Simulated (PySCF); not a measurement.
Si(H)(OMe)2(SMe), SMILES CO[SiH](OC)SC, singlet (GFN2-xTB optimised geometry):

```
17

Si     0.255    -0.028     0.000
O     -0.453    -0.819    -1.215
C     -0.582    -0.432    -2.555
O     -0.033    -0.798     1.385
C     -1.232    -1.280     1.931
S     -0.500     1.987     0.000
C      0.155     2.551     1.603
H      1.704    -0.028     0.000
H      0.373    -0.544    -3.071
H     -1.324    -1.084    -3.018
H     -0.908     0.607    -2.629
H     -1.704    -1.987     1.249
H     -0.987    -1.782     2.868
H     -1.926    -0.460     2.128
H     -0.309     3.508     1.816
H      1.231     2.664     1.532
H     -0.096     1.829     2.373
```

Level of theory: B3LYP/def2-SVP (PySCF).

Task: What are the frontier orbital energies and the dipole moment?

Result: HOMO-2 -8.07 eV, HOMO-1 -7.38 eV, HOMO -6.39 eV, LUMO 0.58 eV, LUMO+1 1.52 eV; dipole moment 0.51 D.

On the same geometry PBE/def2-SVP in PySCF gives HOMO-2 -6.72 eV, HOMO-1 -6.27 eV, HOMO -5.41 eV, LUMO -0.16 eV, LUMO+1 0.90 eV; dipole moment 0.52 D.

Meta-Löwdin charges at B3LYP/def2-SVP: Si1 1.11, O2 -0.60, C3 -0.06, O4 -0.60, C5 -0.06, S6 -0.25, C7 -0.32, H8 -0.16, H9 0.09, H10 0.11, H11 0.09, H12 0.10, H13 0.10, H14 0.09, H15 0.12, H16 0.11, H17 0.11.
